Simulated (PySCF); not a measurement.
C7H9ClNP.
SMILES with atom numbers: `[CH3:1][N:2]([CH3:3])[c:4]1[cH:5][cH:6][c:7]([Cl:8])[cH:9][p:10]1` (hydrogens: H11, H12, H13 on C1; H14, H15, H16 on C3; H17 on C5; H18 on C6; H19 on C9)

Level of theory: PySCF, PBE0-D3(BJ)/def2-SVP geometry optimisation, gas phase.

**Question.** What internal coordinates does the optimisation give?

**Answer.** 
```json
{"bond": "C1–N2, N2–C3", "length (pm)": "144.0"}
{"bond": "N2–C4", "length (pm)": "136.8"}
{"bond": "C4–C5", "length (pm)": "141.3"}
{"bond": "C5–C6", "length (pm)": "138.6"}
{"bond": "C6–C7", "length (pm)": "139.8"}
{"bond": "C7–Cl8", "length (pm)": "174.3"}
{"bond": "C7–C9", "length (pm)": "138.3"}
{"bond": "C9–P10", "length (pm)": "173.5"}
{"bond": "C4–P10", "length (pm)": "178.3"}
{"bond": "C1–H11", "length (pm)": "110.7"}
{"bond": "C1–H12 and 4 like bonds", "length (pm)": "110.2"}
{"bond": "C5–H17", "length (pm)": "109.2"}
{"bond": "C6–H18", "length (pm)": "109.2"}
{"bond": "C9–H19", "length (pm)": "109.4"}
```

Bonds in one row agree within 1 pm and their mean is given. A selection of angles:
```json
{"angle": "N2–C1–H11", "degrees": "112.0"}
{"angle": "N2–C1–H13", "degrees": "109.7"}
{"angle": "H11–C1–H12", "degrees": "106.9"}
{"angle": "H11–C1–H13", "degrees": "108.5"}
{"angle": "C1–N2–C3", "degrees": "119.9"}
{"angle": "C1–N2–C4", "degrees": "119.2"}
{"angle": "C3–N2–C4", "degrees": "120.8"}
{"angle": "N2–C4–C5", "degrees": "120.1"}
{"angle": "N2–C4–P10", "degrees": "118.2"}
{"angle": "C5–C4–P10", "degrees": "121.8"}
{"angle": "C4–C5–C6", "degrees": "125.1"}
{"angle": "C4–C5–H17", "degrees": "118.7"}
{"angle": "C6–C5–H17", "degrees": "116.2"}
{"angle": "C5–C6–C7", "degrees": "123.2"}
{"angle": "C5–C6–H18", "degrees": "118.6"}
{"angle": "C7–C6–H18", "degrees": "118.2"}
{"angle": "C6–C7–Cl8", "degrees": "118.0"}
{"angle": "C6–C7–C9", "degrees": "122.6"}
{"angle": "Cl8–C7–C9", "degrees": "119.5"}
{"angle": "C7–C9–P10", "degrees": "126.4"}
{"angle": "C7–C9–H19", "degrees": "118.0"}
{"angle": "P10–C9–H19", "degrees": "115.7"}
{"angle": "C4–P10–C9", "degrees": "101.0"}
```

Dihedral angles: C1–N2–C4–C5 180° (antiperiplanar). The mirror-image conformer, all signs reversed, is as good.

The 6-membered ring C4–C5–C6–C7–C9–P10 has internal angles of 101.0° to 126.4°; it is planar, 0.00 Å rms from its mean plane, widest ring torsion 0°. N2 (aniline-type nitrogen) is planar (angles 120.8°, 119.9° and 119.2°, sum 359.9°, 0.02 Å off the plane of its three neighbours). The C–C distances run from 1.383 Å (C7–C9, aromatic) to 1.413 Å (C4–C5, aromatic), a spread of 0.030 Å. The 3 C–N bonds span 1.368 Å (N2–C4, drawn single) to 1.440 Å (N2–C3, drawn single), a spread of 0.072 Å. P10 (phosphorus bonded to 2 C) is bent (angle 101.0°). Of the pairs four or more bonds apart, C3···H17 is among the closest relative to their van der Waals radii: 2.43 Å, 84 % of the sum of Bondi's values. The 10 heavy atoms lie in one plane (0.014 Å rms).

Point group: near Cs, missed by 0.17 Å at most; the miss may be what the optimiser left on a soft mode. Stationary, but not proved a minimum.

On an Intel Xeon 6975P-C with one thread, shared host, this took 2.6 min wall and 0.88 GiB of memory at its peak. These figures are those of the optimisation.
